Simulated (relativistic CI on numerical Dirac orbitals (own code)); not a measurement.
Method of calculation: Dirac-Coulomb-Breit CI, orbitals from a KLI potential per configuration, model QED (radiative potential, 1s self-energy scaled to tabulated hydrogen-like ionisation energies), unscaled Slater integrals (own radial code, finite nucleus).

The strongest absorption lines from the ground level of an ion, among the configurations computed and to levels below about 1380 eV (vacuum wavelength in Å, gf): 9.1423 (0.11), 9.9781 (0.47), 10.111 (0.44), 11.518 (0.3), 12.428 (2.5), 12.659 (0.8), 13.795 (0.1), 14.058 (0.13).

(1) Which ion is it?
A. Cr¹⁴⁺
B. Ni²⁰⁺
C. Ni¹⁸⁺
D. Ge²²⁺

## Answers

(1) C. Ni¹⁸⁺ has 10 electrons and the ground level 2s2 2p6 1S_0; the strongest line goes to 2s2 2p5 3d 1P°_1. The pattern of lines fixes the number of electrons, and along that sequence the line energies rise steadily with the charge (about as its square where n changes within one kind of shell, about linearly where n is kept but much faster in heavy ions where fine structure, which grows about as Z⁴, sets the gap, and irregularly where shells cross), which fixes Z. Configurations outside the model, such as inner-shell arrays, can give stronger lines. At this charge energies of transitions that change n are usually good to better than 1 %, and those within a shell (Δn = 0) to a few per cent.

LS names give the leading component of a level, which can be under half, so a name can repeat, a term be missing and a line seem to break the LS rules.
